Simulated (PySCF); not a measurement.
**Bond curve of CuBr**

Set-up: PySCF, scalar-relativistic core potentials, basis sets Cu cc-pVTZ-PP with ECP10, Br cc-pVTZ-PP with ECP10. Energies in eV from Cu (3d10 4s1) + Br in their ground configurations at the same level. State: ¹Σ⁺ (singlet), closed shell.

All columns are PBE0. A positive dipole means Cu(−)Br(+).

```json
{"R (Å)": "1.879", "E (eV)": "-2.412", "μ (D)": "-3.80", "Mulliken charge on Cu (basis-dependent)": "0.11", "HOMO (eV)": "-7.19", "LUMO (eV)": "-2.52", "Mayer bond order": "1.54", "⟨S²⟩": "0.00"}
{"R (Å)": "1.966", "E (eV)": "-2.938", "μ (D)": "-4.02", "Mulliken charge on Cu (basis-dependent)": "0.17", "HOMO (eV)": "-7.19", "LUMO (eV)": "-2.64", "Mayer bond order": "1.42", "⟨S²⟩": "0.00"}
{"R (Å)": "2.054", "E (eV)": "-3.218", "μ (D)": "-4.26", "Mulliken charge on Cu (basis-dependent)": "0.22", "HOMO (eV)": "-7.19", "LUMO (eV)": "-2.76", "Mayer bond order": "1.32", "⟨S²⟩": "0.00"}
{"R (Å)": "2.119", "E (eV)": "-3.315", "μ (D)": "-4.45", "Mulliken charge on Cu (basis-dependent)": "0.26", "HOMO (eV)": "-7.19", "LUMO (eV)": "-2.85", "Mayer bond order": "1.24", "⟨S²⟩": "0.00"}
{"R (Å)": "2.185", "E (eV)": "-3.340", "μ (D)": "-4.64", "Mulliken charge on Cu (basis-dependent)": "0.29", "HOMO (eV)": "-7.18", "LUMO (eV)": "-2.94", "Mayer bond order": "1.18", "⟨S²⟩": "0.00"}
{"R (Å)": "2.251", "E (eV)": "-3.312", "μ (D)": "-4.84", "Mulliken charge on Cu (basis-dependent)": "0.32", "HOMO (eV)": "-7.17", "LUMO (eV)": "-3.04", "Mayer bond order": "1.12", "⟨S²⟩": "0.00"}
{"R (Å)": "2.338", "E (eV)": "-3.217", "μ (D)": "-5.11", "Mulliken charge on Cu (basis-dependent)": "0.36", "HOMO (eV)": "-7.15", "LUMO (eV)": "-3.17", "Mayer bond order": "1.05", "⟨S²⟩": "0.00"}
{"R (Å)": "2.447", "E (eV)": "-3.036", "μ (D)": "-5.46", "Mulliken charge on Cu (basis-dependent)": "0.39", "HOMO (eV)": "-7.10", "LUMO (eV)": "-3.33", "Mayer bond order": "0.99", "⟨S²⟩": "0.00"}
{"R (Å)": "2.578", "E (eV)": "-2.770", "μ (D)": "-5.87", "Mulliken charge on Cu (basis-dependent)": "0.42", "HOMO (eV)": "-7.03", "LUMO (eV)": "-3.52", "Mayer bond order": "0.93", "⟨S²⟩": "0.00"}
{"R (Å)": "2.753", "E (eV)": "-2.383", "μ (D)": "-6.40", "Mulliken charge on Cu (basis-dependent)": "0.45", "HOMO (eV)": "-6.92", "LUMO (eV)": "-3.77", "Mayer bond order": "0.88", "⟨S²⟩": "0.00"}
```

A fit through these points gives, at Re = 2.180 Å, μ = -4.63 D and dμ/dR = -2.99 D/Å; the reduced mass is 35.01 u.

**Question.** How strong is the fundamental in the double-harmonic approximation, I = 42.26·(dμ/dR)²/μred km/mol?

**Answer.** I = 42.26·(-2.99)²/35.01 = 10.8 km/mol at PBE0.
